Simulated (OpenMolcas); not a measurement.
# Ta I: effect of the active space

* Program: OpenMolcas 26.06
* Method: MS-CASPT2, IPEA 0.25 Eh, imaginary shift 0.1 Eh
* Basis: ANO-R2
* Scalar Hamiltonian: X2C, finite nucleus
* Spin-orbit coupling: RASSI with atomic mean-field integrals over the reference wave functions, term energies averaged over their components

A. 3 electrons in 5 orbitals (5d); 2S+1 = 4 even, 10 roots; 2S+1 = 2 even, 40 roots; closed shells correlated: 5s 5p 6s; CASPT2 step of the order of 18 core-seconds
B. 5 electrons in 6 orbitals (5d 6s); 2S+1 = 4 even, 50 roots; 2S+1 = 6 even, 6 roots kept (CI in the orbitals of an earlier block); 2S+1 = 2 even, 98 roots kept (CI in the orbitals of an earlier block); closed shells correlated: 5s 5p; CASPT2 step roughly 80 core-seconds

Energies in cm⁻¹ above 5d³ 6s² ⁴F_3/2, the measured ground level; measured values from NIST Handbook of Basic Atomic Spectroscopic Data.

| Level | A | B | Measured |
| --- | --- | --- | --- |
| 5d³ 6s² ⁴F_3/2 | 0.0 | 0.0 | 0.0 |
| 5d³ 6s² ⁴F_5/2 | 2350 | 1864 | 2010 |
| 5d³ 6s² ⁴F_7/2 | 4560 | 3800 | 3964 |
| 5d³ 6s² ⁴F_9/2 | 6360 | 5470 | 5621 |
| 5d³ 6s² ⁴P_1/2 [70 %] | 8950 | 5790 | 6049 |
| 5d³ 6s² ²G_7/2 | 10860 | 10460 |  |
| 5d³ 6s² ⁴P_5/2 | 12170 | 8530 | 9253 |
| 5d³ 6s² ²P_1/2 [70 %] | 13940 | 11690 |  |
| 5d³ 6s² ²D_5/2(1) | 16090 | 13380 |  |
| 5d³ 6s² ²H_11/2 | 16580 | 16360 |  |
| 5d³ 6s² ²P_3/2 [57 %] | 18350 | 16380 |  |
| 5d³ 6s² ²F_7/2 | 21420 | 18760 |  |
| 5d³ 6s² ²F_5/2 | 21470 | 18600 |  |

Deviations, from unrounded energies. A percentage is the sum of absolute deviations over the sum of measured energies, with the sign that they share, or ± where signs differ.

```tsv
Against measurement	Levels	A	B
mean absolute deviation (cm-1)	5	1500	290
fine structure of the ground term (%)	3	+14.5	-4.0
other terms of the ground configuration (%)	2	+38.1	-6.4
```

B lies closest to measurement on these levels. The largest miss of B in the table is 5d³ 6s² ⁴P_5/2, by -720 cm-1. The ranking rests on the paired levels alone, and a cruder setting can come out closer through cancelling errors.

Between A and B the level of the table that moves most is 5d³ 6s² ⁴P_5/2, by 3600 cm-1 (lowest in B, highest in A). Moves below CASPT2's spread within the term are not significant.

CASPT2 does not keep the components of a term degenerate, so their means are used; among the terms shown or strongly mixed into the levels shown the widest spread is 1000 cm-1 (5d³ 6s² ⁴F, A). Over all roots computed the reference weight is 0.87 to 0.92 in B; the roots of lowest weight are the least certain, and an intruder state may touch them. With the s shell closed, the reference lacks s² → p², s² → d² and s → d mixing, so excited terms can stand far too high and out of order, with CASPT2 too (holds for A). The CASPT2 spread within a term exceeds the gap to the next term for 5d³ 6s² ⁴P and 5d³ 6s² ²G, so the order of their levels is uncertain (holds for A). Some terms miss by over 15 % even with CASPT2, which points to a basis or an active space too small for the shells correlated (holds for A). Blocks of more than 70 roots (2S+1 = 2 even) ran without multistate coupling (holds for B). Terms from blocks run as CI alone lack orbitals of their own (holds for B). Configurations are named by rounded mean occupations; where the s occupation lies near a half they are strongly mixed, a name can repeat and a true partner stay unpaired (holds for B). Computed and measured levels are paired by configuration, term and J; levels that our copy of the source lacks, or whose pairing is in doubt (as where it misses far off the trend of its configuration), stay unpaired and out of the deviations. Only configurations of the active space appear. The table leaves out levels that lie high or whose names do not pair safely across all columns.

A share in square brackets marks a mixed level and gives the weight of the term that names it, the lowest over the columns. A number in round brackets counts repeated terms of one configuration in the order of the reference energies.
